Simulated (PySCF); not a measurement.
## Static response to an electric field

Species: C6H5NP2.
Numbering: `[CH3:1][c:2]1[cH:3][p:4][c:5]([C:6]#[N:7])[p:8][cH:9]1` (hydrogens: H10, H11, H12 on C1; H13 on C3; H14 on C9)

Cartesian coordinates in Å at the GFN2-xTB level; atoms count from 1:
```xyz
14
C6H5NP2 angstrom
C     -2.3481    0.2341    0.0921
C     -0.8561    0.0674    0.0339
C     -0.1529    0.1106    1.2287
P      1.5468   -0.0176    1.5221
C      2.2006   -0.2185   -0.0896
C      3.6007   -0.3528   -0.1455
N      4.7432   -0.4624   -0.1910
P      1.3945   -0.2794   -1.6426
C     -0.2705   -0.0917   -1.2134
H     -2.5975    1.2936    0.0189
H     -2.8331   -0.2838   -0.7321
H     -2.7482   -0.1419    1.0309
H     -0.7389    0.2450    2.1319
H     -0.9410   -0.1029   -2.0663
```

Level: B3LYP/def2-SVPD (PySCF), static field, nuclei fixed, core orbitals frozen in the response. The polarisability tensor in these axes (au):

```
x   176.08 -10.22  -1.36
y   -10.22  74.44   5.10
z    -1.36   5.10 129.82
```

Task: What are the eigenvalues, a third of the trace, and Δα (Δα² = ½Σ(αi − αj)² over the three pairs)?

Result: Principal values 72.99, 130.18 and 177.17 au; mean 126.78 au = 18.79 Å³ = 20.90 × 10⁻⁴⁰ C²·m²/J; Δα = 90.36 au (71 % of the mean).

Task: What is the dipole moment, and where does it point?

Result: (-6.69, 0.70, 0.26) D, 6.73 D in size, pointing from the negative to the positive side. Measured along this direction, the outermost atoms are N7 at the negative end and H11, H12 and H10 at the positive end.

Task: Along which axes do the principal values lie, and how far do the nuclei extend along each?

Result: Largest value along (0.99, -0.10, -0.04), where the nuclei span 7.53 Å; middle along (0.05, 0.08, 1.00), 4.22 Å; least along (0.10, 0.99, -0.09), 1.53 Å. The response follows the extents in order.

Task: What are the principal values of the traceless quadrupole moment, Θ = ½Σq(3rr − r²1), about the centre of nuclear charge?

Result: -12.53, 5.34, 7.19 D·Å. The values depend on the origin, since the dipole doesn't vanish. The electronic extent ⟨r²⟩ about the same centre is 1648 bohr², a root-mean-square distance of 2.43 Å for the 78 electrons.

Task: What would n − 1 = 2πNα be for an ideal gas of these molecules at 500 K and 1 atm, electronic part alone?

Result: N = p/kT = 1.4678 × 10¹⁹ cm⁻³, so n − 1 = 2π × N × 18.79 × 10⁻²⁴ cm³ = 1733 × 10⁻⁶ at long wavelengths.

Geometry: GFN2-xTB; no solvent, vibrations or thermal averaging.
